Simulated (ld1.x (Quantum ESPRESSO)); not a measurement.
# u(r) = r·R(r): atom against pseudo-atom (Ta (Z = 73))

Columns: radius, all-electron u(r) and pseudo u(r) of the 5d shell (level -18.31 eV) of tantalum in the configuration [Xe] 4f14 5d3 6s0 6p0; PBE, scalar-relativistic, PAW scheme, ld1.x (Quantum ESPRESSO) 7.5.

```json
{"r (bohr)": "0.148", "all-electron": "0.1859", "pseudo": "0.0031"}
{"r (bohr)": "0.295", "all-electron": "-0.2238", "pseudo": "0.0234"}
{"r (bohr)": "0.443", "all-electron": "-0.3115", "pseudo": "0.0738"}
{"r (bohr)": "0.590", "all-electron": "-0.1070", "pseudo": "0.1578"}
{"r (bohr)": "0.738", "all-electron": "0.1623", "pseudo": "0.2713"}
{"r (bohr)": "0.885", "all-electron": "0.3924", "pseudo": "0.3997"}
{"r (bohr)": "1.033", "all-electron": "0.5617", "pseudo": "0.5273"}
{"r (bohr)": "1.180", "all-electron": "0.6710", "pseudo": "0.6352"}
{"r (bohr)": "1.328", "all-electron": "0.7331", "pseudo": "0.7127"}
{"r (bohr)": "1.475", "all-electron": "0.7590", "pseudo": "0.7536"}
{"r (bohr)": "1.623", "all-electron": "0.7594", "pseudo": "0.7615"}
{"r (bohr)": "1.770", "all-electron": "0.7420", "pseudo": "0.7446"}
{"r (bohr)": "1.918", "all-electron": "0.7125", "pseudo": "0.7133"}
{"r (bohr)": "2.065", "all-electron": "0.6758", "pseudo": "0.6758"}
{"r (bohr)": "2.213", "all-electron": "0.6343", "pseudo": "0.6343"}
{"r (bohr)": "2.360", "all-electron": "0.5909", "pseudo": "0.5909"}
{"r (bohr)": "2.508", "all-electron": "0.5466", "pseudo": "0.5466"}
{"r (bohr)": "2.655", "all-electron": "0.5032", "pseudo": "0.5032"}
{"r (bohr)": "2.802", "all-electron": "0.4609", "pseudo": "0.4609"}
{"r (bohr)": "2.950", "all-electron": "0.4202", "pseudo": "0.4202"}
{"r (bohr)": "3.098", "all-electron": "0.3817", "pseudo": "0.3817"}
{"r (bohr)": "3.245", "all-electron": "0.3458", "pseudo": "0.3458"}
{"r (bohr)": "3.393", "all-electron": "0.3122", "pseudo": "0.3122"}
{"r (bohr)": "3.540", "all-electron": "0.2813", "pseudo": "0.2813"}
{"r (bohr)": "3.688", "all-electron": "0.2526", "pseudo": "0.2526"}
{"r (bohr)": "3.835", "all-electron": "0.2265", "pseudo": "0.2265"}
```

Q: How many radial nodes do the two functions have?

A: The all-electron 5d function has n − l − 1 = 2; the pseudo-wave has 0, since the states of the same l below it are removed with the core.

Q: At about which radius was the pseudo-wave matched?

A: 2.10 bohr, where the columns begin to agree (steps of 0.15 bohr).

Q: Is the pseudo-wave norm-conserving?

A: No, it belongs to a PAW set: the norm inside the radius is not constrained, and the difference is carried by the augmentation charge.
